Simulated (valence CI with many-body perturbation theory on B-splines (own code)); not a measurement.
Values are calculated unless marked as measured or tabulated.
# Ar¹¹⁺: input, log and results

The program does CI of the valence electrons with many-body perturbation theory for a frozen closed Dirac-Fock core.

Command, and the settings that its task file holds:

```sh
python run_cv.py task.json out
```

```
atom Ar  Z=18  mass_number=40  rms_radius_fm=3.4274
core [He] 2s1
valence 2s2 2p3
avg = 1
basis = S
breit = 1
cap = 10000
capref = 1200
cscale = 1
de = 0.0
dress = 0
eps = 2e-08
extrap = 1
h = 0.27
hh = 1
l2 = 3
lcore = 6
maxit = 60
n2 = 5
natural = 1
nlev = 20
nno = [3, 3, 3, 2, 1]
nroot = 26
nsp = [3, 3, 2, 1, 0]
pt2 = 1
qed = 1
rpa = 1
s1 = 1
s2 = 1
s3 = 1
screen = 1
tol = 2e-05
whole = 1
```

**Question.** What became of the run, and why?

**Answer.** It gave no result: the perturbation theory needs a core of closed shells. The program said: "the core must hold closed shells only".
